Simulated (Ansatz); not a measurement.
[Cu(NH3)3]+ (CuN3H9⁺). The state is a singlet with charge 1. Geometry PBE-D4/def2-SVP; atoms count from 1.

```xyz
13

Cu   -0.001   -0.004   -0.004
N     0.833    1.850    0.176
H     1.712    1.981   -0.347
H     1.062    2.093    1.153
H     0.211    2.606   -0.149
N    -1.779   -0.404    0.913
H    -1.704   -1.148    1.625
H    -2.506   -0.732    0.259
H    -2.201    0.398    1.405
N     0.945   -1.446   -1.092
H     0.439   -2.343   -1.151
H     1.875   -1.686   -0.717
H     1.114   -1.167   -2.071
```

Estimate the Mulliken populations from the PBE0/def2-TZVP orbitals of Ansatz.


```csv
atom,charge (e),d electrons
Cu1,0.40,9.90
N2,-0.67,–
H3,0.29,–
H4,0.29,–
H5,0.29,–
N6,-0.67,–
H7,0.29,–
H8,0.29,–
H9,0.29,–
N10,-0.67,–
H11,0.29,–
H12,0.29,–
H13,0.29,–
```
Mulliken values and Mayer orders depend strongly on the basis.

And the Mayer bond orders between bonded heavy atoms (over 0.3)?

Cu1–N2 0.39 (2.04 Å); Cu1–N6 0.39 (2.04 Å); Cu1–N10 0.39 (2.04 Å).
